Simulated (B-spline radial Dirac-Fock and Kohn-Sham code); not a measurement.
K-line shifts caused by a second vacancy in Fe³⁺

System: the Fe³⁺ ion, configuration 1s2 2s2 2p6 3s2 3p6 3d5.

Calculated with a B-spline atomic structure program, using Dirac-Fock energy differences between relaxed states, corrected for Breit and QED terms. Each two-hole energy is an average over J within one jj subconfiguration, not an observable level; in light atoms, where LS coupling holds, the j-resolved values are not observed lines, and for a K spectator the Kα1 hypersatellite is nearly forbidden. No correlation.

Lines without a spectator: Kα2 (K-L2) 6389.2 eV, Kα1 (K-L3) 6401.4 eV, Kβ3 (K-M2) 7056.3 eV, Kβ1 (K-M3) 7057.9 eV. Shifts in eV with one spectator hole (a dash: not computed, or left out as unreliable):

```tsv
spectator hole	Kα2	Kα1	Kβ3	Kβ1
K (1s)	+272.5	+274.6	+340.7	+341.0
L2 (2p1/2)	+25.00	+30.6	–	+70.6
L3 (2p3/2)	+28.57	+27.35	+68.4	–
M2 (3p1/2)	–	+2.27	+5.88	+7.47
M3 (3p3/2)	+2.08	–	+7.11	+6.69
```

With n spectator holes in 2p, averaged over the 2p shell (energies in eV):

```
n    KαLⁿ   step  hypersatellite KαʰLⁿ
0  6397.3      –                6671.2
1  6425.7  +28.4                6700.8
2  6455.3  +29.5                6731.6
3  6486.0  +30.7                6763.5
4  6517.8  +31.9                6796.6
5  6550.9  +33.0                6830.9
```
